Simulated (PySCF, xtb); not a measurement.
ClGeHO, SMILES [OH][Ge][Cl] (connectivity only; charge and spin as stated), neutral, multiplicity 1.

GFN2-xTB run with xtb at its own geometry gives an orbital gap of 4.25 eV and a dipole moment of 4.18 D.

Geometry optimised at ωB97X-D3(BJ)/def2-TZVP. Other conformers were not sampled.

Problem. What does ωB97X/def2-TZVPD (PySCF) give? (Estimate from the structure and the level; the computed values follow.)

Solution. gap 9.65 eV (levels -10.05 and -0.40 eV), dipole 3.18 D.
